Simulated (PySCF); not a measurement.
An excited-state job on `C=C(F)[C@@]12CC[C@@H]1C2`.

Computed with TDDFT wB97X-D/def2-SVPD, vertical, gas phase, core orbitals frozen in the response (PySCF 2.14.0, density-fitted response routines). Geometry: GFN2-xTB. The input is one job of a driver script: a line of settings, then coordinates in Å.

Input:
```
{"job": {"kind": "uv", "xc": "wB97X-D", "basis": "def2-SVPD", "nstates": 8, "ntriplets": 3}, "charge": 0, "multiplicity": 1}
C      2.573283    -0.007554    -0.395026
C      1.383987     0.453616    -0.749707
F      1.277530     1.169548    -1.899716
C      0.101988     0.282041    -0.068717
C     -1.251500     0.645362    -0.678426
C     -1.864150    -0.621743    -0.046340
C     -0.512975    -0.959091     0.566339
C     -0.054115     0.170284     1.425012
H      3.442582     0.182868    -0.996606
H      2.697380    -0.585866     0.500053
H     -1.663582     1.596442    -0.342336
H     -1.246444     0.625269    -1.765479
H     -2.194779    -1.348852    -0.783948
H     -2.665434    -0.453024     0.672827
H     -0.098256    -1.950736     0.640900
H      0.850804     0.016733     1.992567
H     -0.783317     0.796734     1.918693
```

Output:
```
coarse grid: 14272 points
cycle   1  E = -371.4328554932  dE =  1.635e+00  |g| = 4.962e-01  |ddm| = 7.020e+00
cycle   2  E = -371.4422771535  dE = -9.422e-03  |g| = 5.104e-01  |ddm| = 1.593e+00
cycle   3  E = -371.4869174534  dE = -4.464e-02  |g| = 5.365e-02  |ddm| = 8.357e-01
cycle   4  E = -371.4875104839  dE = -5.930e-04  |g| = 2.219e-02  |ddm| = 1.852e-01
cycle   5  E = -371.4876294545  dE = -1.190e-04  |g| = 5.978e-03  |ddm| = 7.792e-02
cycle   6  E = -371.4876381890  dE = -8.735e-06  |g| = 1.453e-03  |ddm| = 2.168e-02
final grid: 138408 points
cycle   7  E = -371.5473236829  dE = -1.489e-04  |g| = 8.338e-03  |ddm| = 2.905e-01
cycle   8  E = -371.5473244491  dE = -7.662e-07  |g| = 9.066e-03  |ddm| = 4.225e-02
cycle   9  E = -371.5473384746  dE = -1.403e-05  |g| = 6.870e-04  |ddm| = 1.270e-02
cycle  10  E = -371.5473385949  dE = -1.203e-07  |g| = 4.780e-04  |ddm| = 4.243e-03
cycle  11  E = -371.5473386503  dE = -5.536e-08  |g| = 5.170e-05  |ddm| = 1.628e-03
cycle  12  E = -371.5473386522  dE = -1.970e-09  |g| = 2.653e-05  |ddm| = 4.960e-04
cycle  13  E = -371.5473386525  dE = -2.891e-10  |g| = 8.283e-06  |ddm| = 1.639e-04
converged SCF energy = -371.5473386525

Static polarisability (au): isotropic 78.216, principal 64.920 74.765 94.964

Singlet excitations
state   eV       nm        f      main configurations
  1   6.3408    195.5   0.35689   H->L 0.96
  2   6.8263    181.6   0.03856   H->L+1 0.73, H->L+2 0.17
  3   7.4057    167.4   0.00406   H->L+3 0.56, H->L+2 0.19
  4   7.7028    161.0   0.00964   H-1->L 0.49, H->L+2 0.23
  5   7.7935    159.1   0.01651   H-1->L 0.45, H->L+2 0.22, H->L+3 0.14
  6   7.8566    157.8   0.03604   H->L+4 0.86
  7   8.1778    151.6   0.01068   H->L+6 0.35, H->L+5 0.22, H->L+9 0.16
  8   8.3761    148.0   0.05432   H-2->L 0.75, H-3->L 0.13

Triplet excitations (Tamm-Dancoff, eV): 4.1819 6.7312 6.8625
```

The SCF starts on a coarse grid where the log names one; the energy can jump when the final grid takes over, and dE then counts from the start density on the new grid. H and L stand for HOMO and LUMO; the number after each pair is its weight.

Problem. Give the mean polarisability as a volume in Å³, and the ratio of the largest to the smallest principal value.

Solution. 78.216 au × 0.148185 = 11.59 Å³; 94.964/64.920 = 1.46.

Main results: HOMO -8.52 eV, LUMO 1.92 eV; lowest singlet 6.34 eV; lowest triplet 4.18 eV (Tamm–Dancoff); mean polarisability 78.2 au.

Time: 83 s of wall time. Hardware: an x86-64 server with one thread, shared host.

One conformer stands for the species.
Labels such as C1 count atoms from 1, the log's own numbers from 0.

Note: wB97X-D ran without an empirical dispersion term, which enters the total energy and its gradient alone.
